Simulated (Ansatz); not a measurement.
Ansatz (a quantum-chemistry and plane-wave program) input:

Ansatz 0.2 input:
```yaml
crystal:
  periodic: [false, false, false]
  atoms:
    - {symbol: Si, position_ang: [-0.86542149, -0.20258069, -0.57821662]}
    - {symbol: C, position_ang: [-1.34035335, 1.59799113, -0.71983375]}
    - {symbol: C, position_ang: [-1.77066485, -1.02932094, 0.83052115]}
    - {symbol: O, position_ang: [0.76023833, -0.33040083, -0.34317248]}
    - {symbol: Si, position_ang: [2.05129113, 0.01959226, 0.59059438]}
    - {symbol: H, position_ang: [-1.16335823, -0.90420026, -1.84986879]}
    - {symbol: H, position_ang: [-2.40853551, 1.70189537, -0.92575793]}
    - {symbol: H, position_ang: [-0.79354970, 2.08651555, -1.52871823]}
    - {symbol: H, position_ang: [-1.12461351, 2.13642241, 0.20625217]}
    - {symbol: H, position_ang: [-1.47581179, -2.07607318, 0.92694719]}
    - {symbol: H, position_ang: [-1.56067703, -0.53105675, 1.78010648]}
    - {symbol: H, position_ang: [-2.85090893, -0.99814956, 0.66833709]}
    - {symbol: H, position_ang: [3.26055513, -0.56160609, -0.03149598]}
    - {symbol: H, position_ang: [1.87822455, -0.54886167, 1.94971432]}
    - {symbol: H, position_ang: [2.22070249, 1.48813767, 0.71245038]}
basis:
  gaussian:
    orbitals: def2-TZVP
hamiltonian:
  xc: {name: PBE}
relax: {f_tol: 0.003, max_steps: 100}
```

Question: Which total energy does the run end on?

Answer: -736.11410 Eh (PBE/def2-TZVP). The basis has 227 functions.
